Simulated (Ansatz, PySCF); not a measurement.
This Ansatz (a quantum-chemistry and plane-wave program) input computes a CAM-B3LYP/def2-TZVPD energy:

Ansatz 0.2 input:
```yaml
crystal:
  periodic: [false, false, false]
  atoms:
    - {symbol: C, position_ang: [-0.00000000, -0.00000000, -1.28727137]}
    - {symbol: C, position_ang: [0.00000000, 0.00000000, 0.00000000]}
    - {symbol: C, position_ang: [0.00000000, 0.00000000, 1.28727137]}
basis:
  gaussian:
    orbitals: def2-TZVPD
hamiltonian:
  xc: {name: CAM-B3LYP}
output: {forces: true}
```

Q: Write an input for the same energy in PySCF and say what it gives.

A: 
```python
from pyscf import gto, scf, dft

mol = gto.M(
    atom='''
    C    -0.00000000   -0.00000000   -1.28727137
    C     0.00000000    0.00000000    0.00000000
    C     0.00000000    0.00000000    1.28727137
    ''',
    basis='def2-tzvpd',
    charge=0,
    spin=0,
    verbose=4,
)

mf = dft.RKS(mol, xc='camb3lyp').density_fit(auxbasis='def2-universal-jkfit')
mf.grids.level = 3
mf.conv_tol = 1e-9
mf.max_cycle = 100
mf.max_memory = 1500
mf.kernel()
if not mf.converged:
    mf = mf.newton()
    mf.kernel(mf.make_rdm1())
mf.analyze()
```
It gives -114.01402 Eh, and Ansatz -114.01402 Eh, a difference of 0.00 mEh.
